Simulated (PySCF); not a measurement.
PySCF input (M06-2X/def2-TZVPD):

```python
from pyscf import gto, scf, dft

mol = gto.M(
    atom='''
    Si   -0.39122148   -0.00392765   -0.14293990
    O     1.07804274    0.01082296    0.39388257
    H    -0.77408969   -1.12851728   -1.10522094
    H    -1.51293322   -0.12047047    0.88926902
    H    -0.86021828    1.21739118   -0.93395004
    ''',
    basis='def2-tzvpd',
    charge=-1,
    spin=0,
    verbose=4,
)

mf = dft.RKS(mol, xc='m062x').density_fit(auxbasis='def2-universal-jkfit')
mf.grids.level = 4
mf.conv_tol = 1e-9
mf.max_cycle = 100
mf.max_memory = 1500
mf.kernel()
if not mf.converged:
    mf = mf.newton()
    mf.kernel(mf.make_rdm1())
mf.analyze()
```

End of the output:

```
Extra cycle  E= -366.560900610588  delta_E= -1.96e-11  |g|= 2.75e-06  |ddm|= 2.01e-05
converged SCF energy = -366.560900610588
**** SCF Summaries ****
Total Energy =                        -366.560900610587680
Nuclear Repulsion Energy =              57.907743664465293
One-electron Energy =                 -628.501863922218263
Two-electron Energy =                  204.033219647165311
Two-electron Coulomb Energy =          234.846755820871323
DFT Exchange-Correlation Energy =      -30.813536173706005
HOMO-LUMO gap [eV] =                     7.204639218673933
**** MO energy ****
MO #1   energy= -66.7832330274893  occ= 2
MO #2   energy= -19.3223315941546  occ= 2
MO #3   energy= -5.31964303694396  occ= 2
MO #4   energy= -3.63125613056909  occ= 2
MO #5   energy= -3.63125599231835  occ= 2
MO #6   energy= -3.62881867635372  occ= 2
MO #7   energy= -0.77406904716463  occ= 2
MO #8   energy= -0.362852545576146 occ= 2
MO #9   energy= -0.198955118804193 occ= 2
MO #10  energy= -0.198952371169747 occ= 2
MO #11  energy= -0.174078331629612 occ= 2
MO #12  energy= -0.100410922688293 occ= 2
MO #13  energy= -0.100408830663582 occ= 2
MO #14  energy= 0.164356779341679  occ= 0
MO #15  energy= 0.202715223080142  occ= 0
MO #16  energy= 0.218361231631246  occ= 0
MO #17  energy= 0.218361548827844  occ= 0
MO #18  energy= 0.23121950883963   occ= 0
MO #19  energy= 0.247601728017456  occ= 0
MO #20  energy= 0.247601977712877  occ= 0
MO #21  energy= 0.27036381254927   occ= 0
MO #22  energy= 0.270364225156887  occ= 0
MO #23  energy= 0.310733193521863  occ= 0
MO #24  energy= 0.347445111914641  occ= 0
MO #25  energy= 0.34744544329676   occ= 0
MO #26  energy= 0.354281348415594  occ= 0
MO #27  energy= 0.374140695269973  occ= 0
MO #28  energy= 0.374141517557638  occ= 0
MO #29  energy= 0.422919666495828  occ= 0
MO #30  energy= 0.439581045034338  occ= 0
MO #31  energy= 0.446371762548257  occ= 0
MO #32  energy= 0.446371987014609  occ= 0
MO #33  energy= 0.464190417141998  occ= 0
MO #34  energy= 0.501553514592859  occ= 0
MO #35  energy= 0.501554400907673  occ= 0
MO #36  energy= 0.545833651075744  occ= 0
MO #37  energy= 0.556408270732012  occ= 0
MO #38  energy= 0.562730689623869  occ= 0
MO #39  energy= 0.562731462413199  occ= 0
MO #40  energy= 0.602435852820428  occ= 0
MO #41  energy= 0.673584035478771  occ= 0
MO #42  energy= 0.673585182028991  occ= 0
MO #43  energy= 0.681184030516131  occ= 0
MO #44  energy= 0.681185313444962  occ= 0
MO #45  energy= 0.740791642796488  occ= 0
MO #46  energy= 0.740792010389568  occ= 0
MO #47  energy= 0.754488007747351  occ= 0
MO #48  energy= 0.754488206693202  occ= 0
MO #49  energy= 0.82128590134387   occ= 0
MO #50  energy= 0.878318025137358  occ= 0
MO #51  energy= 0.914169051240747  occ= 0
MO #52  energy= 0.915171468822265  occ= 0
MO #53  energy= 0.915178408154431  occ= 0
MO #54  energy= 1.07415472623454   occ= 0
MO #55  energy= 1.07415696912897   occ= 0
MO #56  energy= 1.11505216439412   occ= 0
MO #57  energy= 1.24785992572009   occ= 0
MO #58  energy= 1.26666309115483   occ= 0
MO #59  energy= 1.3332738728716    occ= 0
MO #60  energy= 1.33327789871801   occ= 0
MO #61  energy= 1.39483711195093   occ= 0
MO #62  energy= 1.3948393249032    occ= 0
MO #63  energy= 1.40657229080407   occ= 0
MO #64  energy= 1.42996370318841   occ= 0
MO #65  energy= 1.42997419638607   occ= 0
MO #66  energy= 1.43444784175984   occ= 0
MO #67  energy= 1.6089113855692    occ= 0
MO #68  energy= 1.60891486613087   occ= 0
MO #69  energy= 1.74149203781675   occ= 0
MO #70  energy= 1.77811658667549   occ= 0
MO #71  energy= 1.77812039377103   occ= 0
MO #72  energy= 1.87647095085767   occ= 0
MO #73  energy= 2.02349762379526   occ= 0
MO #74  energy= 2.02350480397508   occ= 0
MO #75  energy= 2.10273557336356   occ= 0
MO #76  energy= 2.1787035575883    occ= 0
MO #77  energy= 2.17871953874618   occ= 0
MO #78  energy= 2.20316698371232   occ= 0
MO #79  energy= 2.20319194662953   occ= 0
MO #80  energy= 2.20441521330343   occ= 0
MO #81  energy= 2.46053602422752   occ= 0
MO #82  energy= 2.46053990543088   occ= 0
MO #83  energy= 2.51971488661095   occ= 0
MO #84  energy= 2.65741275558513   occ= 0
MO #85  energy= 2.72491135930167   occ= 0
MO #86  energy= 2.72495020706077   occ= 0
MO #87  energy= 3.10322575152317   occ= 0
MO #88  energy= 3.10325163316872   occ= 0
MO #89  energy= 3.11258442513466   occ= 0
MO #90  energy= 3.21471812765392   occ= 0
MO #91  energy= 3.21473069459028   occ= 0
MO #92  energy= 3.4014919611656    occ= 0
MO #93  energy= 4.01294039617509   occ= 0
MO #94  energy= 5.46923346111731   occ= 0
MO #95  energy= 5.47638525716175   occ= 0
MO #96  energy= 5.5445513040087    occ= 0
MO #97  energy= 5.544559892597     occ= 0
MO #98  energy= 5.59300820692512   occ= 0
MO #99  energy= 5.59301395087706   occ= 0
MO #100 energy= 5.67741110361275   occ= 0
MO #101 energy= 6.58378252216477   occ= 0
MO #102 energy= 6.5837873456752    occ= 0
MO #103 energy= 6.71723383331412   occ= 0
MO #104 energy= 6.71725803813005   occ= 0
MO #105 energy= 6.92124969234655   occ= 0
MO #106 energy= 6.92125646410775   occ= 0
MO #107 energy= 6.96550405006686   occ= 0
MO #108 energy= 7.18976485941889   occ= 0
MO #109 energy= 11.5260616570029   occ= 0
MO #110 energy= 44.0812333855479   occ= 0
 ** Mulliken pop on meta-lowdin orthogonal AOs  **
 ** Mulliken pop  **
pop of  0 Si 1s           1.99999
pop of  0 Si 2s           1.99968
pop of  0 Si 3s           0.95582
pop of  0 Si 4s           0.00877
pop of  0 Si 5s           0.00037
pop of  0 Si 6s           0.00031
pop of  0 Si 2px          1.99993
pop of  0 Si 2py          1.99993
pop of  0 Si 2pz          1.99993
pop of  0 Si 3px          0.59370
pop of  0 Si 3py          0.81113
pop of  0 Si 3pz          0.78212
pop of  0 Si 4px          0.01059
pop of  0 Si 4py          0.00286
pop of  0 Si 4pz          0.00389
pop of  0 Si 5px          0.00191
pop of  0 Si 5py          0.00127
pop of  0 Si 5pz          0.00135
pop of  0 Si 6px          0.00016
pop of  0 Si 6py          0.00003
pop of  0 Si 6pz          0.00005
pop of  0 Si 3dxy         0.02639
pop of  0 Si 3dyz         0.00958
pop of  0 Si 3dz^2        0.00901
pop of  0 Si 3dxz         0.02232
pop of  0 Si 3dx2-y2      0.00781
pop of  0 Si 4dxy         0.00002
pop of  0 Si 4dyz         0.00042
pop of  0 Si 4dz^2        0.00051
pop of  0 Si 4dxz         0.00099
pop of  0 Si 4dx2-y2      0.00186
pop of  0 Si 5dxy         0.00259
pop of  0 Si 5dyz         0.00282
pop of  0 Si 5dz^2        0.00029
pop of  0 Si 5dxz         0.00375
pop of  0 Si 5dx2-y2      0.00178
pop of  0 Si 4f-3         0.00036
pop of  0 Si 4f-2         0.00125
pop of  0 Si 4f-1         0.00024
pop of  0 Si 4f+0         0.00057
pop of  0 Si 4f+1         0.00049
pop of  0 Si 4f+2         0.00126
pop of  0 Si 4f+3         0.00092
pop of  1 O 1s            1.99998
pop of  1 O 2s            1.75303
pop of  1 O 3s            0.00766
pop of  1 O 4s            0.00277
pop of  1 O 5s            0.00095
pop of  1 O 6s            0.00015
pop of  1 O 2px           1.67605
pop of  1 O 2py           1.78109
pop of  1 O 2pz           1.76708
pop of  1 O 3px           0.00618
pop of  1 O 3py           0.01401
pop of  1 O 3pz           0.01297
pop of  1 O 4px           0.00052
pop of  1 O 4py           0.00034
pop of  1 O 4pz           0.00037
pop of  1 O 5px           0.00058
pop of  1 O 5py           0.00083
pop of  1 O 5pz           0.00080
pop of  1 O 3dxy          0.00288
pop of  1 O 3dyz          0.00029
pop of  1 O 3dz^2         0.00190
pop of  1 O 3dxz          0.00401
pop of  1 O 3dx2-y2       0.00451
pop of  1 O 4dxy          0.00035
pop of  1 O 4dyz          0.00002
pop of  1 O 4dz^2         0.00037
pop of  1 O 4dxz          0.00040
pop of  1 O 4dx2-y2       0.00057
pop of  1 O 5dxy          0.00057
pop of  1 O 5dyz          0.00025
pop of  1 O 5dz^2         0.00026
pop of  1 O 5dxz          0.00051
pop of  1 O 5dx2-y2       0.00026
pop of  1 O 4f-3          0.00014
pop of  1 O 4f-2          0.00005
pop of  1 O 4f-1          0.00000
pop of  1 O 4f+0          0.00009
pop of  1 O 4f+1          0.00014
pop of  1 O 4f+2          0.00020
pop of  1 O 4f+3          0.00021
pop of  2 H 1s            1.21633
pop of  2 H 2s            0.00195
pop of  2 H 3s            0.00301
pop of  2 H 2px           0.00059
pop of  2 H 2py           0.00127
pop of  2 H 2pz           0.00091
pop of  2 H 3px           0.00145
pop of  2 H 3py           0.00178
pop of  2 H 3pz           0.00192
pop of  3 H 1s            1.21634
pop of  3 H 2s            0.00195
pop of  3 H 3s            0.00301
pop of  3 H 2px           0.00081
pop of  3 H 2py           0.00058
pop of  3 H 2pz           0.00139
pop of  3 H 3px           0.00354
pop of  3 H 3py           0.00048
pop of  3 H 3pz           0.00112
pop of  4 H 1s            1.21633
pop of  4 H 2s            0.00195
pop of  4 H 3s            0.00301
pop of  4 H 2px           0.00059
pop of  4 H 2py           0.00141
pop of  4 H 2pz           0.00078
pop of  4 H 3px           0.00164
pop of  4 H 3py           0.00198
pop of  4 H 3pz           0.00153
 ** Mulliken atomic charges  **
charge of    0Si =      0.73097
charge of    1O =     -1.04332
charge of    2H =     -0.22921
charge of    3H =     -0.22922
charge of    4H =     -0.22922

WARN: System has nonzero charge -1; the dipole moment is origin-dependent.
Location of origin: [0. 0. 0.]

Dipole moment(X, Y, Z, Debye): -1.87024, -0.01877, -0.68339
```

It need not be the lowest isomer of its formula. Whether it binds its extra electron was not tested at this geometry.
